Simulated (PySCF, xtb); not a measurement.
1,1-difluoroethane (C₂H₄F₂), SMILES CC(F)F.

Harmonic wavenumbers (cm⁻¹) from xtb 6.7.1 with GFN2-xTB at its own minimum, in rising order: 179, 356, 436, 525, 885, 927, 1106, 1109, 1115, 1278, 1289, 1388, 1455, 1462, 2887, 3054, 3062, 3066.

Q: What does PBE0-D3(BJ)/def2-SVP run with PySCF give at its own minimum? (An estimate is asked for; the answer gives what the named calculation found.)

A: 247, 385, 476, 581, 891, 969, 1157, 1190, 1194, 1371, 1404, 1440, 1461, 1462, 3078, 3081, 3189, 3191. Paired by order, the mean absolute difference is 66 cm⁻¹ and the zero-point energies are 36.6 and 38.3 kcal/mol.
